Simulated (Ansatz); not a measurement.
CH3FOSn, relaxed with RKS PBE-D4/def2-SVP in Ansatz from a rough embedded geometry. The force threshold is 0.03 eV/Å; the program also tests the step.

Charge 0, multiplicity 1. Sn takes the def2 core potential. The bonds changed during the relaxation, so this is another structure than the one it started from.

Start:

```xyz
7

F     0.547   -1.002    2.287
Sn   -0.540   -0.602    0.659
C     0.502    0.264   -0.973
O     0.131    1.245   -0.022
H    -2.259   -0.471    0.889
H     1.628    0.196   -0.941
H    -0.009    0.370   -1.900
```

Problem. By how much does the energy fall, and how many steps does the optimiser take? (An estimate is asked.)

Solution. Ansatz gave: 156.14 kJ/mol, in 35 steps, 4 of them rejected.

Problem. Which bonds change most? (An estimate is asked.)

Solution. Computed: Sn2–O4 from 2.080 to 2.432 Å; C3–O4 from 1.415 to 1.229 Å; Sn2–H5 from 1.739 to 1.818 Å; C3–H7 from 1.064 to 1.120 Å.

Problem. Give the relaxed structure. (Estimate.)

Solution. Ansatz gave: 
```xyz
7

F     0.808   -0.851    1.426
Sn   -1.097   -1.349    0.957
C     0.554    0.514   -1.005
O    -0.593    0.079   -0.946
H    -1.810    0.179    1.636
H     1.292    0.263   -0.200
H     0.847    1.166   -1.868
```
